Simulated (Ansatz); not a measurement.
Start from `CCNC(C)(C)C` and change one atom or group to get `[CH3][In]([CH3])[C](C)(C)C`.

Ansatz, PBE0-D4/def2-TZVP geometries, multiplicity 1. Each molecule was computed in one conformer, which needn't be the lowest.

Elements past krypton have def2 core potentials.

| property | `CCNC(C)(C)C` |
| --- | --- |
| HOMO–LUMO gap (PBE/def2-TZVPP) / eV | 4.97 |
| HOMO energy (ωB97M-V/def2-TZVPP) / eV | -8.49 |
| size of the dipole moment (PBE/def2-TZVPP) / D | 0.78 |
| HOMO energy (PBE0/def2-TZVPP) / eV | -6.12 |
| HOMO–LUMO gap (PBE0/def2-TZVPP) / eV | 7.16 |
| LUMO energy (PBE0/def2-TZVPP) / eV | 1.04 |

**Question.** What does the change do to each property? (Estimate.)

**Answer.** Ansatz gave: 
```
                                      property  `[CH3][In]([CH3])[C](C)(C)C`  shift
           HOMO–LUMO gap (PBE/def2-TZVPP) / eV                          3.45  -1.52
         HOMO energy (ωB97M-V/def2-TZVPP) / eV                         -8.26   0.23
size of the dipole moment (PBE/def2-TZVPP) / D                          0.13  -0.65
            HOMO energy (PBE0/def2-TZVPP) / eV                         -6.15  -0.03
          HOMO–LUMO gap (PBE0/def2-TZVPP) / eV                          5.24  -1.92
            LUMO energy (PBE0/def2-TZVPP) / eV                         -0.91  -1.95
```

Dipoles are sizes alone; their direction can turn.
